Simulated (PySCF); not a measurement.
VO2Cl, SMILES [O]=[V](=[O])[Cl], multiplicity 1. Coordinates come from a PBE0-D3(BJ)/def2-SVP optimisation. The spin state was assumed, not searched.

Method: PBE0-D3(BJ)/def2-SVP (PySCF).

Harmonic wavenumbers (cm⁻¹): 140, 193, 365, 506, 1140, 1152. Rotational constants (GHz): 9.070, 3.035, 2.366; symmetry number 1.

### Question
Work out the zero-point energy and the ideal-gas rigid-rotor harmonic-oscillator thermochemistry at 298.15 K and 1 atm.

### Answer
ZPE = ½ Σ hcν = ½ × 3496 cm⁻¹ = 20.91 kJ/mol. H − E(el) = 35.66 kJ/mol. Entropy in J/(mol K): translation 168.29, rotation 108.80, vibration 28.67, total 305.76. G − E(el) = -55.50 kJ/mol. Cp = 62.67 J/(mol K). Modes under 150 cm⁻¹ make the vibrational entropy uncertain.
